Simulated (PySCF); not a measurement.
B3LYP has the VWN-RPA correlation part, as in Gaussian. 

Cartesian coordinates (Å):
```xyz
13

C      1.6535     0.2912    -1.8736
C      1.0210     0.2161    -0.8561
C      0.2301     0.1162     0.3687
C     -0.2171    -1.3323     0.6168
C     -0.9692     1.0752     0.3276
H      2.2149     0.3589    -2.7726
H      0.8760     0.4179     1.2008
H     -0.8672    -1.6737    -0.1904
H     -0.7697    -1.3987     1.5557
H      0.6395    -2.0040     0.6699
H     -1.5254     1.0206     1.2651
H     -1.6425     0.8082    -0.4885
H     -0.6438     2.1044     0.1764
```
Charge 0, multiplicity 1.

**Question.** Predict the LUMO, HOMO–LUMO gap, HOMO, total energy and dipole moment from B3LYP-D3(BJ)/def2-TZVP run with PySCF.

**Answer.** 
```
Item                  Value
-------------  ------------
LUMO                0.62 eV
HOMO–LUMO gap       8.05 eV
HOMO               -7.43 eV
total energy   -195.3772 Ha
dipole moment        0.78 D
```
